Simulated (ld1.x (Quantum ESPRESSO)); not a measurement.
**Plane-wave convergence, PAW potential for N**

ld1.x (Quantum ESPRESSO) 7.5 input, shortened:

```
&input
   title='N', zed=7., rel=1, dft='PZ', iswitch=3,
   config='[He] 2s2 2p2'
 /
 &inputp
   pseudotype=3, lpaw=.true., tm=.true., lloc=-1, rcloc=1.00,
   nlcc=.true., new_core_ps=.true., rcore=0.95,
   which_augfun='BESSEL', rmatch_augfun=1.05
 /
4
2S  1  0   2.00   0.00  0.95  1.25  0.0
2S  1  0   0.00  -1.85  0.95  1.25  0.0
2P  2  1   2.00   0.00  1.20  1.60  0.0
2P  2  1   0.00  -0.25  1.20  1.60  0.0
 &test
   configts(1)='2s2 2p2'
 /
```

The pseudo-atom Hamiltonian at the reference potential is diagonalised in spherical Bessel functions j_l(qr) that vanish at 20 bohr, with q² up to the cutoff. All-electron valence levels (Ry): 2s -2.3703, 2p -1.5300.

**Question.** How do the lowest levels (Ry) of each channel move with the cutoff, and are there ghosts?

**Answer.**

```tsv
cutoff (Ry)	s #1	p #1	d #1	d #2	f #1	Σ f·Δε (mRy)
8	-2.3209	-1.1651	-0.1353	-0.0439	-0.0420	828.8
10	-2.3454	-1.2851	-0.1356	-0.0441	-0.0420	539.7
12	-2.3580	-1.3789	-0.1357	-0.0443	-0.0420	327.1
15	-2.3641	-1.4685	-0.1358	-0.0444	-0.0420	135.6
18	-2.3680	-1.5004	-0.1359	-0.0445	-0.0420	63.9
21	-2.3690	-1.5175	-0.1359	-0.0445	-0.0420	27.6
25	-2.3696	-1.5275	-0.1359	-0.0445	-0.0420	6.5
30	-2.3700	-1.5296	-0.1359	-0.0446	-0.0420	1.5
35	-2.3702	-1.5297	-0.1360	-0.0446	-0.0420	0.8
40	-2.3703	-1.5298	-0.1360	-0.0446	-0.0420	0.6
45	-2.3703	-1.5299	-0.1360	-0.0446	-0.0420	0.4
400	-2.3704	-1.5300	-0.1360	-0.0446	-0.0420	0.0
```

Result: no extra level below or beside the all-electron valence levels (s, p, d, f tested); 10 mRy is reached at 25 Ry and 1 mRy at 35 Ry.
